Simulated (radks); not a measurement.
Problem. These are the eigenvalues of the occupied orbitals of an atom or ion with whole-number occupations (Ry). Calculated with a radial shooting solver on a logarithmic mesh with Libxc functionals: scalar-relativistic Kohn-Sham, PBE, spin-polarised, spherical densities, point nucleus.

| orbital | eigenvalue |
|---|---|
| 1s | -1475.466 |
| 2s | -223.8865 |
| 2p | -202.1279 |
| 3s | -52.49436 |
| 3p | -45.33860 |
| 3d | -33.73054 |
| 4s | -19.83496 |

Which element is it, and in what charge state? The configuration may be excited. Open shells, if any, are filled with parallel spins first.

Solution. Z = 42, molybdenum, charge +12: Mo12+ in [Ar] 3d10 4s2. The list shows which subshells hold electrons but not how many an open one holds; the 1s level, -737.73 hartree, gives Z - s = 38.4 by -(Z - s)^2/2, which with screening and relativity narrows Z to a few neighbours, and the depths of the outer levels then fix element, charge and occupations together.
